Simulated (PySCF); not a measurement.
# Electron correlation in Se (selenium, neutral)

[Ar] 3d10 4s2 4p4, high-spin 3P determinant. Calculation: PySCF 2.14, in jorge-DZP-DKH (8s6p2d1f, 43 functions); the spin-free X2C one-electron Hamiltonian (Gaussian nucleus). Frozen: [Ar] 3d10; 6 electrons correlated.

MP2 pair energies summed by pair of shells (mhartree):

```csv
pair,energy,share (%)
4s-4p,-16.94,51.7
4p-4p,-10.90,33.2
4s-4s,-4.96,15.1
```

Total MP2 correlation energy: -32.80 mhartree.

Same-spin part -6.74 and opposite-spin part -26.06 mhartree; SCS-MP2 scales them by 1/3 and 6/5 to -33.52 mhartree.

```csv
level,correlation energy (mhartree)
CCSD,-39.20
(T),-0.29
CCSD(T),-39.49
```

Diagnostics: T1 = 0.0022, D1 = 0.0043, largest double amplitude 0.037.

**Question.** Is a single reference adequate?

**Answer.** Yes, within this model without spin-orbit coupling: T1 lies below 0.03 and no double amplitude reaches 0.07.
